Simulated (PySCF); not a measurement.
C₈H₆FN (charge +1 and doublet state).
Geometry (GFN2-xTB, Å), atoms numbered from 1 in this order:
```xyz
16
C8H6FN angstrom
C     -1.5984    1.4040    0.0462
C     -0.5959    0.3417   -0.0214
C     -0.9650   -1.0098   -0.3097
F     -2.2407   -1.2601   -0.5194
C     -0.0426   -2.0408   -0.3691
C      1.2952   -1.7591   -0.1460
C      1.7131   -0.4457    0.1423
C      0.7852    0.5792    0.1990
C      1.2162    1.9012    0.4863
N      1.5492    2.9678    0.7213
H     -1.5977    1.8784    1.0372
H     -1.3338    2.2324   -0.6240
H     -2.6013    1.0485   -0.1811
H     -0.3814   -3.0421   -0.5917
H      2.0310   -2.5486   -0.1964
H      2.7594   -0.2381    0.3150
```

As a line formula: `C[C+]1[C](F)C=CC=C1C#N` [radical] (charge +1).

Level of theory: PySCF 2.14.0, UKS B3LYP, pcH-1 on C F H N, non-relativistic, mean-field spin-orbit, GIAO. Isolated species at its GFN2-xTB geometry, gas phase. GFN2-xTB frequencies show an imaginary mode (77i cm⁻¹), so this geometry is no minimum at that level. A GFN2-xTB geometry isn't a minimum of the functional, and hyperfine couplings can be far from their values at a DFT geometry, by a factor of two or more for some ions and for spin on atoms past the first row. No stability test was run, so a lower SCF solution isn't excluded.

Task: Give the principal g shifts and their parts.

Result: 
```json
{"Δg (ppm)": "relativistic mass correction", "1": "-166", "2": "-166", "3": "-166"}
{"Δg (ppm)": "gauge correction", "1": "-2", "2": "35", "3": "29"}
{"Δg (ppm)": "orbital Zeeman/spin–orbit", "1": "-63", "2": "1138", "3": "1829"}
{"Δg (ppm)": "total", "1": "-231", "2": "1006", "3": "1692"}
```

So g = 2.00209, 2.00333, 2.00401 and g_iso = 2.00314; the tensor is rhombic: the two nearest values differ by 36 % of g3 − g1. Axes: g2 points within 15° of the C1–C2 bond and g3 points within 15° of the C6–C7 bond.

Task: What are the electron Larmor frequencies g μB B/h along the three axes at 340 mT?

Result: 9.5274, 9.5333, 9.5365 GHz for g1, g2 and g3, a range of 9.2 MHz.

Task: What effective moment and Curie constant follow for a powder?

Result: With the mean of g² = 4.0126 and S(S+1) = 0.75: μ_eff = √(⟨g²⟩S(S+1)) = 1.735 μB and χT = 0.12505·⟨g²⟩·S(S+1) = 0.376 cm³ K/mol (cgs; spin-Hamiltonian part alone).

Task: In a frozen sample, at which fields do the three g values resonate at 9.5, 34, 94 and 263 GHz (hyperfine left aside), and which band first spreads them over more than twice a line width of 0.5 mT?

Result: 
| band | GHz | B(g3) mT | B(g2) mT | B(g1) mT | spread mT |
| --- | --- | --- | --- | --- | --- |
| X | 9.5 | 338.70 | 338.81 | 339.02 | 0.33 |
| Q | 34.0 | 1212.18 | 1212.60 | 1213.34 | 1.16 |
| W | 94.0 | 3351.32 | 3352.47 | 3354.54 | 3.22 |
| J | 263.0 | 9376.57 | 9379.78 | 9385.58 | 9.01 |

The spread grows in proportion to the frequency. Q band is the first where it exceeds 1.0 mT.

Largest spin populations (Mulliken): C2 (+0.38), C6 (+0.27), C3 (+0.24) and C7 (+0.21). Four atoms exceed +0.15.

The HOMO–LUMO gaps are 5.58 eV among the α and 1.53 eV among the β orbitals.

The SMILES draws the unpaired electron on C3; the largest computed Mulliken spin population is on C2 (0.38 against 0.24).
